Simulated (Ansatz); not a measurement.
# GaCl3 (gallium trichloride (monomer)): methods side by side

GaCl3 has 4 atoms, charge 0, and is taken as a singlet. As SMILES, `[Cl][Ga]([Cl])[Cl]`. Geometry: optimised at B3LYP/def2-SVP.

```csv
atom,x (Å),y (Å),z (Å)
Cl,0.8771,0.3761,1.9105
Ga,0.0138,-0.0151,-0.0051
Cl,-0.0916,-2.0191,-0.7405
Cl,-0.7438,1.5977,-1.1853
```

Each level gives the dissociation energy of the Cl3–Ga2 bond into doublet Cl and doublet GaCl2 (shapes relaxed at B3LYP/def2-SVP, no zero-point term) (eV). The values are calculated.

```json
{"level": "SVWN5/def2-SVP", "kind": "LDA", "program": "Ansatz", "value (eV)": "4.84", "CPU time (all runs)": "2.3 s"}
{"level": "BLYP/def2-SVP", "kind": "GGA", "program": "Ansatz", "value (eV)": "3.90", "CPU time (all runs)": "3.9 s"}
{"level": "r2SCAN/def2-SVP", "kind": "meta-GGA", "program": "Ansatz", "value (eV)": "4.24", "CPU time (all runs)": "12 s"}
{"level": "B3LYP/def2-SVP", "kind": "global hybrid", "program": "Ansatz", "value (eV)": "4.01", "CPU time (all runs)": "6.1 s"}
{"level": "PBE0-D4/def2-SVP", "kind": "global hybrid", "program": "Ansatz", "value (eV)": "4.28", "CPU time (all runs)": "6.3 s"}
{"level": "wB97M-V/def2-SVP", "kind": "range-separated hybrid", "program": "Ansatz", "value (eV)": "4.37", "CPU time (all runs)": "27 s"}
{"level": "B2PLYP/def2-SVP", "kind": "double hybrid", "program": "Ansatz", "value (eV)": "4.15", "CPU time (all runs)": "8.9 s"}
{"level": "RPA@PBE/def2-SVP", "kind": "RPA", "program": "Ansatz", "value (eV)": "3.71", "CPU time (all runs)": "6.9 s"}
{"level": "MP2/def2-SVP", "kind": "perturbation theory", "program": "Ansatz", "value (eV)": "4.35", "CPU time (all runs)": "2.7 s"}
```

All-electron rows without a relativistic Hamiltonian named are non-relativistic. The values span 3.71 to 4.84 eV. Measured bond enthalpies also hold zero-point and thermal terms, a few tenths of an eV less. In the correlated wave-function rows the outer d shell of Ga is correlated, in sets not made for it. In so small a basis fixed costs decide the times, and correlated methods can beat functionals. Times are those of the runs behind each value, whatever else they computed, on shared processors of several kinds: orders of magnitude only.
